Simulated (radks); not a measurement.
Problem. The rubidium ion Rb7+, 30 electrons, occupied as [Ar] 3d10 4s2 (the NIST ground configuration). Calculated with a radial shooting solver on a logarithmic mesh with Libxc functionals: non-relativistic Kohn-Sham, PBE, spin-polarised, spherical densities, point nucleus; relativity is left out, which matters for an element this heavy. Some entries of the table are withheld. Estimate them.

orbital,occ.,eigenvalue (eV),<r> (bohr)
1s,2,-14856.89,0.04129
2s,2,-2053.713,0.1822
2p,6,(1),0.1569
3s,2,-395.7750,0.5200
3p,6,(2),(3)
3d,10,(4),0.5158
4s,2,(5),(6)

Solution. 
(1) 2p eigenvalue (eV): -1875.282
(2) 3p eigenvalue (eV): -331.2270
(3) 3p <r> (bohr): 0.5208
(4) 3d eigenvalue (eV): -214.8012
(5) 4s eigenvalue (eV): -123.4911
(6) 4s <r> (bohr): 1.296
